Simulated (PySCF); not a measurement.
Species: C4H14OSi2.
Atom-mapped SMILES: `[CH3:1][C:2]([CH3:3])([CH3:4])[SiH2:5][O:6][SiH3:7]` (hydrogens: H8, H9, H10 on C1; H11, H12, H13 on C3; H14, H15, H16 on C4; H17, H18 on Si5; H19, H20, H21 on Si7)

The geometry is computed with GFN2-xTB (gas phase).

Question: What internal coordinates does the optimisation give?

Answer: 
```tsv
bond	length (Å)	order
C1–C2, C2–C3, C2–C4	1.530	single
C2–Si5	1.915	single
Si5–O6	1.619	single
O6–Si7	1.617	single
C1–H8 and 8 like bonds	1.089	single
Si5–H17, Si5–H18	1.463	single
Si7–H19, Si7–H20, Si7–H21	1.462	single
```

Bonds in one row agree within 0.01 Å and their mean is given. Orders are formal, as drawn. A selection of angles:
```tsv
angle	degrees
C2–C1–H8	110.5
H8–C1–H9	108.1
C1–C2–C3	108.8
C1–C2–Si5	110.5
C3–C2–Si5	110.2
C2–Si5–O6	110.2
C2–Si5–H17	110.7
O6–Si5–H17	106.1
H17–Si5–H18	113.0
Si5–O6–Si7	165.4
O6–Si7–H19	108.6
O6–Si7–H20	105.1
O6–Si7–H21	107.1
H19–Si7–H20	111.8
H20–Si7–H21	113.1
```

Torsions: C1–C2–Si5–O6 59° (synclinal). The mirror-image conformer, all signs reversed, is as good.

Of the pairs four or more bonds apart, Si7···H13 is among the closest relative to their van der Waals radii: 3.36 Å, 102 % of the sum of Bondi's values. Si7 (oxygen-bound silicon) is distorted tetrahedral (angles from 105.1° to 113.1°). O6 (siloxane oxygen) is bent (angle 165.4°). Si5 (oxygen-bound silicon) is distorted tetrahedral (angles from 105.1° to 113.0°). All 3 C–C bonds measure 1.529 to 1.530 Å.

Whether it is a minimum is left open (no frequencies).
